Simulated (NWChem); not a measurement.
# CH4BI; SMILES CBI

```xyz
7

B     -0.6361     1.3905     0.0049
H     -1.8331     1.5336    -0.0145
I      0.0103    -0.6382    -0.0008
C      0.3573     2.5822     0.0082
H      0.0564     3.3151     0.7771
H      0.2355     3.1133    -0.9553
H      1.4166     2.3243     0.1350
```
Atoms are numbered in this order, from 1.

Level: PBE0/def2-SVP with def2 effective core potentials on I (NWChem), optimised geometry, unscaled harmonic frequencies. def2 effective core potentials on I; no spin-orbit coupling.

**Question.** List the harmonic frequencies with IR intensities, and the thermochemistry.

**Answer.** 
```csv
frequency (cm⁻¹),IR intensity (km/mol)
66,1.7
256,0.7
532,26.2
615,1.7
821,15.1
856,19.1
1033,8.4
1103,218.4
1305,88.4
1412,7.2
1425,7.5
2655,96.7
3037,0.8
3114,1.0
3182,3.6
```

```json
{
 "zero_point_energy": "30.6 kcal/mol",
 "thermal correction to the enthalpy at 298.15 K (with zero-point energy)": "34.1 kcal/mol",
 "heat capacity Cv": "14.0 cal/(mol K)",
 "entropy at 298.15 K and 1 atm (symmetry number 1)": "73.0 cal/(mol K)"
}
```

Rigid rotor and harmonic oscillator; modes under 100 cm⁻¹ make the entropy uncertain.
